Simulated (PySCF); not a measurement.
C$_{4}$H$_{9}$O$_{2}$ (SMILES [CH2]OCC(C)O), doublet, geometry from GFN2-xTB. Base run: DF-M062X/STO-3G (PySCF).

Here is a job for PySCF.
```python
from pyscf import gto, scf, dft

mol = gto.M(
    atom='''
C     2.44429592   -1.02503628   -0.30093565
O     1.31720491   -0.30874313   -0.56583977
C     0.46397681   -0.08288066    0.52738845
C    -0.78368637    0.65746024    0.03894765
C    -1.61108653   -0.22008434   -0.89623149
O    -1.50290815    1.02973766    1.19642637
H     2.49044820   -1.62960395    0.58697247
H     3.00838206   -1.27513126   -1.17673703
H     0.96317964    0.52974000    1.29056499
H     0.16839632   -1.03268951    0.99436903
H    -0.45232858    1.55679033   -0.50523325
H    -1.98942224   -1.08474277   -0.35488689
H    -2.45322875    0.33792816   -1.30164553
H    -0.98643999   -0.55931603   -1.71727797
H    -2.34435957    1.41231493    0.92416785
''',
    basis='sto-3g',
    spin=1,
    verbose=4,
)

mf = dft.UKS(mol)
mf.xc = 'm062x'
mf = mf.density_fit(auxbasis='def2-universal-jkfit')
mf.kernel()
```

The base run was repeated with changes; each row names its change, and settings that it needs were set with it.

```tsv
change	basis functions	E (Eh)	HOMO (eV)	dipole (D)	core-seconds (rough)
base	39	-304.19839	-3.64	1.38	10
basis = 6-31G	72	-307.96329	-6.19	1.36	20
basis = 6-31+G*	126	-308.06807	-6.35	1.39	40
basis = pcseg-1	129	[?]	[?]	1.24	30
basis = cc-pVDZ	129	-308.08691	-6.14	1.22	40
basis = def2-SVP	129	-307.83018	-6.26	1.24	30
basis = pc-1	129	[?]	-6.35	1.24	40
basis = 6-311G**	[?]	[?]	[?]	1.22	40
basis = 6-311++G**	195	-308.16426	-6.45	1.35	80
basis = def2-SVPD	198	-307.85656	-6.43	1.30	60
basis = 6-311+G(2d,p)	216	-308.17138	-6.42	1.35	60
basis = aug-cc-pVDZ	219	[?]	[?]	[?]	80
basis = aug-pcseg-1	219	-308.03092	-6.38	1.32	80
```

Some entries are withheld; supply them.


- basis = pcseg-1, E (Eh): -308.00928
- basis = pcseg-1, HOMO (eV): -6.34
- basis = pc-1, E (Eh): -308.01338
- basis = 6-311G**, basis functions: 162
- basis = 6-311G**, E (Eh): -308.15565
- basis = 6-311G**, HOMO (eV): -6.31
- basis = aug-cc-pVDZ, E (Eh): -308.11700
- basis = aug-cc-pVDZ, HOMO (eV): -6.36
- basis = aug-cc-pVDZ, dipole (D): 1.33

Totals compare only among sets that treat the same electrons; sets with core potentials leave the core out.

Open shells are given as the SCF converged; they aren't shown to be the lowest states, and a large step between rows can be another state.
